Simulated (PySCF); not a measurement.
Isomers of [C5H5N2S]- (charge -1), one GFN2-xTB conformer each. Single-point energies are computed at wB97X-D/def2-SVPD (PySCF, gas phase, no added dispersion term), electronic only.

```csv
SMILES,GFN2-xTB relative energy (kJ/mol)
CC(=S)c1ccn[n-]1,76.9
CC(=S)c1cnc[n-]1,0.0
```

Conformers: `[CH3:1][C:2](=[S:3])[c:4]1[cH:5][cH:6][n:7][n-:8]1` (charge -1) with C1–C2–C4–C5 180°; `[CH3:1][C:2](=[S:3])[c:4]1[cH:5][n:6][cH:7][n-:8]1` (charge -1) with C1–C2–C4–C5 -179°.

Q: What does wB97X-D/def2-SVPD give for the same structures?

A: 
| SMILES | wB97X-D/def2-SVPD E (Eh) | wB97X-D/def2-SVPD (kJ/mol) | GFN2-xTB (kJ/mol) | point group |
| --- | --- | --- | --- | --- |
| CC(=S)c1cnc[n-]1 | -700.85108 | 0.0 | 0.0 | near Cs |
| CC(=S)c1ccn[n-]1 | -700.81942 | 83.1 | 76.9 | – |

Both levels put the same isomer lowest. As drawn, the higher has an N–N linkage, which the lower lacks.

Q: As an exercise, what shares would exp(−E/RT) give at 2000 K from these electronic energies alone (no entropy, no degeneracies)?

A: RT = 16.629 kJ/mol: CC(=S)c1cnc[n-]1 99.3 %, CC(=S)c1ccn[n-]1 0.7 %.
